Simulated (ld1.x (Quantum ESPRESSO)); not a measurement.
# Scattering properties, TM potential for molybdenum

```json
{"Element": "molybdenum (Mo)", "Generator": "ld1.x (Quantum ESPRESSO) 7.5", "Type": "norm-conserving Troullier–Martins (Kleinman–Bylander form)", "Functional": "PBE", "Relativity": "fully relativistic", "Frozen core": "[Ar] 3d10", "Valence charge": "14", "Reference configuration": "4s2 4p6 4d5 5s1 5p0", "Partial waves": "4s (bound): rc 1.90 bohr; 4p (bound): rc 1.35 bohr; 4f channel at -0.05 Ry: rc 2.35 bohr; 4d (bound): rc 2.20 bohr", "Local potential": "the d channel", "Core correction": "none"}
```

Open shells are filled in proportion to 2j + 1 (rel_dist='average').

Occupied shells without a wave of their own: 5s. They enter only through the test configuration that unscreens the potential.

The phase is arctan(r·u′/u) with u = r·R(r), unwrapped; energies in Ry, scanned from -7 to 5 Ry. A pole is an energy at which the radial function vanishes at the test radius. The pseudo phase is shifted by a multiple of π to meet the all-electron one at the reference energy, and phase errors are pseudo minus all-electron; the curves can meet again beyond the range given. Levels narrower than the energy grid can be missing from the lists of poles.

```
channel  radius (bohr)  reference energy (Ry)  poles, all-electron  poles, pseudo  unbroken range about the reference energy with phases within 0.05 rad  phase error 1 Ry above the reference energy (rad)
      s           2.54                  -4.73          -4.68, 3.15    -4.68, 1.93                                                             below -0.9                                             -0.000
   p1/2           2.54                  -2.95          -2.84, 4.33    -2.84, 4.23                                                        the whole range                                             +0.001
   p3/2           2.54                  -2.77          -2.63, 4.52    -2.63, 4.40                                                        the whole range                                             +0.001
   d3/2           2.54                  -0.28                 0.31           0.34                                                            -0.4 to 2.3                                             +0.008
   d5/2           2.54                  -0.27                 0.34           0.34                                                              below 2.5                                             -0.000
   f5/2           2.54                  -0.05                 3.42           3.67                                                              below 1.7                                             +0.002
   f7/2           2.54                  -0.05                 3.42           3.67                                                              below 1.7                                             +0.002
```

The potential misses its own reference levels by up to 0.5 eV.

Phases in the p3/2 channel:

| E (Ry) | all-electron | pseudo |
| --- | --- | --- |
| -7.00 | 1.411 | 1.411 |
| -6.48 | 1.403 | 1.404 |
| -5.96 | 1.394 | 1.395 |
| -5.44 | 1.383 | 1.383 |
| -4.92 | 1.369 | 1.369 |
| -4.40 | 1.350 | 1.350 |
| -3.88 | 1.319 | 1.319 |
| -3.36 | 1.242 | 1.243 |
| -2.84 | -0.818 | -0.818 |
| -2.32 | -1.714 | -1.714 |
| -1.80 | -1.793 | -1.792 |
| -1.28 | -1.851 | -1.849 |
| -0.76 | -1.920 | -1.917 |
| -0.24 | -2.026 | -2.022 |
| 0.28 | -2.229 | -2.221 |
| 0.80 | -2.724 | -2.704 |
| 1.32 | -3.658 | -3.643 |
| 1.84 | -4.215 | -4.214 |
| 2.36 | -4.440 | -4.443 |
| 2.88 | -4.553 | -4.557 |
| 3.40 | -4.621 | -4.627 |
| 3.92 | -4.669 | -4.676 |
| 4.44 | -4.707 | -4.715 |
| 4.96 | -4.739 | -4.750 |
